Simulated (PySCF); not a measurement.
Compound: 2,2-difluorocyclohexanone, C₆H₈F₂O.
SMILES: `FC1(C(=O)CCCC1)F`

A linear-response calculation (PySCF, def2-SVPD basis, gas phase, vertical, core orbitals frozen in the response) gave these numbers; the functional is withheld.

Orbital energies (eV): HOMO-3 -11.78, HOMO-2 -11.36, HOMO-1 -11.15, HOMO -9.15, LUMO -0.02, LUMO+1 1.13, LUMO+2 1.71.

```
state  E (eV)       f  main configurations (H = HOMO, L = LUMO)
   S1    4.23  0.0002                                 H→L (94%)
   S2    7.46   0.019                               H-1→L (84%)
   S3    7.62  0.0086     H→L+1 (62%), H→L+4 (20%), H→L+2 (10%)
   S4    8.11   0.040     H-2→L (27%), H→L+4 (17%), H→L+1 (15%)
   S5    8.17   0.030                   H-2→L (62%), H→L+1 (9%)
   S6    8.33  0.0069                  H→L+2 (43%), H→L+4 (28%)
```

Triplets (Tamm–Dancoff): T1 3.64 eV, H→L (93%); T2 5.95 eV, H-4→L (39%), H-5→L (21%), H-1→L (11%); T3 7.08 eV, H-1→L (68%), H-4→L (10%); T4 7.50 eV, H→L+1 (55%), H→L+4 (22%), H→L+2 (12%).

Vertical ionisation energy by ΔSCF with the same functional: 9.99 eV. Mean static polarisability: 71.2 au.

**Question.** Name the functional.
A. CAM-B3LYP
B. HF
C. PBE
D. B3LYP

**Answer.** A. CAM-B3LYP is range-separated, 19% exact exchange at short range and 65% at long range (ω = 0.33 bohr⁻¹). In this run −ε(HOMO) = 9.15 eV differs from the ΔSCF value by -0.84 eV, and S1 differs from the orbital gap of 9.13 eV by -4.90 eV. The ratio −ε(HOMO)/IP is 0.92. Usual ranges for neutral molecules in this basis: 0.85 to 0.93 with CAM-B3LYP, 0.5 to 0.7 with PBE, 0.67 to 0.83 with B3LYP; Hartree–Fock can't fall below 1, since the ion's relaxation only lowers the ΔSCF value.

Method: TDDFT CAM-B3LYP/def2-SVPD, vertical, gas phase, core orbitals frozen in the response in PySCF. Isolated species at its PBE0-D3(BJ)/def2-SVP geometry (one conformer only).
